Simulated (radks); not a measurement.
Species: Ca. Configuration: [Ne] 3s2 3p4 4s2 4p2 (not the ground configuration).

All-electron calculation, scalar-relativistic Kohn-Sham, TASK exchange with Perdew-Wang LDA correlation, spin-polarised, spherical densities, finite nucleus; open shells are filled with parallel spins first; meta-GGA in the generalised Kohn-Sham scheme; Fermi nuclear charge, rms radius 3.4776 fm. Program: a radial shooting solver on a logarithmic mesh with Libxc functionals.

Energy parts (eV):
| part | energy |
|---|---|
| total | -18443.946 |
| kinetic | 18560.351 |
| electron-nucleus | -43497.404 |
| Hartree | 7449.097 |
| exchange-correlation | -955.990 |

Orbitals (lengths in bohr, moments of r in powers of bohr; r(90%) holds 90 % of the orbital's charge):
\begin{tabular}{lrrrr}
orbital & occ. & eigenvalue (eV) & r(90%) & <r> \\ \hline
1s up & 1 & -3992.936 & 0.138 & 0.07701 \\
1s down & 1 & -3991.863 & 0.138 & 0.07699 \\
2s up & 1 & -444.4978 & 0.566 & 0.3637 \\
2s down & 1 & -443.7280 & 0.565 & 0.3633 \\
2p up & 3 & -363.5499 & 0.539 & 0.3268 \\
2p down & 3 & -362.2542 & 0.538 & 0.3265 \\
3s up & 1 & -67.0747 & 1.64 & 1.106 \\
3s down & 1 & -62.6319 & 1.65 & 1.117 \\
3p up & 3 & -45.9108 & 1.78 & 1.175 \\
3p down & 1 & -41.3079 & 1.80 & 1.190 \\
4s up & 1 & -8.4196 & 4.80 & 3.279 \\
4s down & 1 & -6.4029 & 4.98 & 3.411 \\
4p up & 2 & -4.2982 & 5.52 & 3.768 \\
\end{tabular}

The highest occupied level is 4p up at -4.298 eV. The density falls to 0.001 e/bohr^3 at r = 5.37 bohr. The spin density at the nucleus is 0.534 e/bohr^3 (1s -1.358, 2s 0.275, 3s 1.040, 4s 0.577). Summed over all electrons, <r^2> = 67.90 bohr^2, which gives a Langevin (diamagnetic) susceptibility term of -53.8 x 10^-6 cm^3/mol. The electron density at the nucleus is 6195 e/bohr^3 (large components only).

Empty levels of this run are not shown, since the potential may be unsettled where no density lies.
